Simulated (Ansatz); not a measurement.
Consider the substitution at a C–N bond: `CNCS` + `O[Si@@H](Cl)[Si@@H](O)Cl` → `CO[Si@H](Cl)[Si@H](O)Cl` + `NCS`.

Isolated molecules relaxed with PBE0-D4/def2-TZVP in Ansatz; ΔE leaves out vibrations. CBS: MP2 limit from def2 TZ/QZ plus the TZ coupled-cluster correction, frozen cores. DFT in def2-TZVPP. B3LYP here is the variant with VWN-RPA as its local correlation; programs differ in this. One conformer a species, not always the lowest.

```json
{"level": "PBE-D4", "ΔE (kcal/mol)": "5.5", "difference from CCSD(T)/CBS": "-0.3"}
{"level": "r2SCAN-D4", "ΔE (kcal/mol)": "5.5", "difference from CCSD(T)/CBS": "-0.3"}
{"level": "PBE0-D4", "ΔE (kcal/mol)": "5.8", "difference from CCSD(T)/CBS": "0.0"}
{"level": "B3LYP-D4", "ΔE (kcal/mol)": "4.7", "difference from CCSD(T)/CBS": "-1.1"}
{"level": "ωB97X-V", "ΔE (kcal/mol)": "5.1", "difference from CCSD(T)/CBS": "-0.7"}
{"level": "ωB97M-V", "ΔE (kcal/mol)": "5.4", "difference from CCSD(T)/CBS": "-0.4"}
{"level": "B2PLYP", "ΔE (kcal/mol)": "5.4", "difference from CCSD(T)/CBS": "-0.4"}
{"level": "PBE", "ΔE (kcal/mol)": "5.8", "difference from CCSD(T)/CBS": "0.0"}
{"level": "PBE0", "ΔE (kcal/mol)": "6.0", "difference from CCSD(T)/CBS": "0.2"}
{"level": "B3LYP", "ΔE (kcal/mol)": "5.0", "difference from CCSD(T)/CBS": "-0.8"}
{"level": "HF/def2-TZVPP", "ΔE (kcal/mol)": "4.5", "difference from CCSD(T)/CBS": "-1.3"}
{"level": "SCS-MP2/def2-TZVPP", "ΔE (kcal/mol)": "5.7", "difference from CCSD(T)/CBS": "-0.1"}
{"level": "CCSD/def2-TZVPP", "ΔE (kcal/mol)": "5.6", "difference from CCSD(T)/CBS": "-0.2"}
{"level": "MP2/def2-QZVPP", "ΔE (kcal/mol)": "6.5", "difference from CCSD(T)/CBS": "0.7"}
{"level": "MP2/CBS(def2)", "ΔE (kcal/mol)": "6.7", "difference from CCSD(T)/CBS": "0.9"}
{"level": "CCSD/CBS(def2)", "ΔE (kcal/mol)": "5.8", "difference from CCSD(T)/CBS": "0.0"}
{"level": "CCSD(T)/CBS", "ΔE (kcal/mol)": "5.8", "difference from CCSD(T)/CBS": "0"}
```

Largest T1 diagnostic among the species: 0.011.

In def2-TZVPP, CCSD(T) changes the Hartree–Fock value by +1.1 kcal/mol (the triples alone add +0.0 kcal/mol) and MP2 by +1.9 kcal/mol.
